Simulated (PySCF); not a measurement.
Spectra and structures to be paired. Method used: PySCF, TDDFT CAM-B3LYP/def2-SVPD, vertical, gas phase, core orbitals frozen in the response. Geometries: GFN2-xTB; one conformer of each isolated species. Triplets are in the Tamm–Dancoff approximation.

A. `C=Cc1cc(Cl)n([SiH3])n1`
B. `[SiH3]Cc1ccsc1`
C. `[SiH3]N1CCCC1`
D. `C=Cc1cnc(Cl)n1[SiH3]`
E. `C=C[C@H]1C[Si@@H](O)C1`

Lowest singlet levels (six at most, fewer where fewer were computed) with oscillator strengths:

1. 257 nm (f 0.404); 217 nm (f 0.000); 211 nm (f 0.034); 203 nm (f 0.000); 195 nm (f 0.003); 194 nm (f 0.004); T1 2.99 eV
2. 184 nm (f 0.004); 173 nm (f 0.029); 171 nm (f 0.623); 169 nm (f 0.020); 168 nm (f 0.004); 167 nm (f 0.005); T1 4.47 eV
3. 223 nm (f 0.011); 193 nm (f 0.018); 189 nm (f 0.011); 185 nm (f 0.012); 181 nm (f 0.048); 177 nm (f 0.003); T1 5.41 eV
4. 222 nm (f 0.099); 209 nm (f 0.086); 207 nm (f 0.001); 196 nm (f 0.001); 193 nm (f 0.016); 181 nm (f 0.003); T1 3.78 eV
5. 214 nm (f 0.561); 208 nm (f 0.003); 197 nm (f 0.003); 194 nm (f 0.127); 191 nm (f 0.000); 188 nm (f 0.001); T1 3.57 eV

Question: Which spectrum belongs to which structure?

Answer: 1 = D, 2 = E, 3 = C, 4 = B, 5 = A.
- A: S1 at 5.79 eV, HOMO→LUMO (86%), HOMO-1→LUMO (8%); Löwdin shares by element: HOMO carbon 36% or more, nitrogen 31% (atoms not listed hold the other 33%); LUMO carbon 57% or more, nitrogen 18% or more (atoms not listed hold the other 26%); HOMO -8.03 and LUMO 0.37 eV.
- B: S1 at 5.58 eV, HOMO→LUMO (90%); Löwdin shares by element: HOMO carbon 60% or more, sulfur 16% (atoms not listed hold the other 24%); LUMO carbon 52% or more, sulfur 21% (atoms not listed hold the other 27%); HOMO -7.84 and LUMO 0.67 eV.
- C: S1 at 5.56 eV, HOMO→LUMO (86%); Löwdin shares by element: HOMO nitrogen 53%, carbon 17% or more, silicon 8% (atoms not listed hold the other 22%); LUMO silicon 26%, carbon 23% or more (atoms not listed hold the other 51%); HOMO -7.48 and LUMO 1.20 eV.
- D: S1 at 4.83 eV, HOMO→LUMO (98%); Löwdin shares by element: HOMO carbon 64% or more (atoms not listed hold the other 36%); LUMO carbon 66% or more (atoms not listed hold the other 34%); HOMO -7.41 and LUMO 0.03 eV.
- E: S1 at 6.73 eV, HOMO→LUMO (48%), HOMO-1→LUMO (39%); Löwdin shares by element: HOMO carbon 76% or more (atoms not listed hold the other 24%); LUMO oxygen 30%, silicon 26%, hydrogen 22% or more (atoms not listed hold the other 21%); HOMO -8.60 and LUMO 0.81 eV; point group Cs.
B and C have S1 within 0.02 eV of each other; their strongest listed levels stand at 5.58 eV (f 0.099) and 6.84 eV (f 0.048).
